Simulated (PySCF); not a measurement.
Geometry:
```tsv
atom	x (Å)	y (Å)	z (Å)
B1	-0.160	-0.227	0.011
C2	1.412	-0.246	-0.097
C3	1.991	-0.495	1.304
H4	1.792	0.714	-0.485
H5	1.758	-1.043	-0.775
H6	3.093	-0.500	1.289
H7	1.681	0.285	2.018
H8	1.661	-1.464	1.710
C9	-0.959	1.127	0.114
C10	-1.326	1.575	-1.309
H11	-0.336	1.905	0.589
H12	-1.879	1.020	0.709
H13	-1.869	2.533	-1.301
H14	-0.431	1.712	-1.938
H15	-1.970	0.836	-1.811
C16	-0.922	-1.555	0.013
C17	-1.531	-2.612	0.018
H18	-2.060	-3.548	0.019
```

[PySCF 2.14: shieldings: GIAO KT2/pcSseg-1; coordinates at the PBE0-D3(BJ)/def2-SVP level; no relativistic terms; no solvent model; rapidly exchanging positions averaged; a single conformation]

Referencing at the same level of theory: ¹³C and ¹H vs TMS; BF3·OEt2 for ¹¹B.

```tsv
atoms	nucleus	count	δ (ppm)
C17	¹³C	1	114.3
C16	¹³C	1	?
H18	¹H	1	4.56
H6/H7/H8/H13/H14/H15	¹H	6	0.97
C3/C10	¹³C	2	?
B1	¹¹B	1	66.8
C2/C9	¹³C	2	25.6
H4/H5/H11/H12	¹H	4	1.40
```

Fill in the missing shifts.

## Answers


- C16: 93.8 ppm, carbon bonded to C, B
- C3/C10: 9.3 ppm, carbon bonded to C, 3 H

A carbon bonded to boron is broadened by the quadrupolar boron nucleus and is often missing from a measured spectrum. Shifts are as computed. Against solution values, carbons near 30 ppm lie about +2 ppm off and those near 130 ppm about -5 ppm. Of 1211 compounds with measured shifts, 218 miss one by over three times the rms of a fit or turn the order of signals round; such compounds aren't used in these exercises.
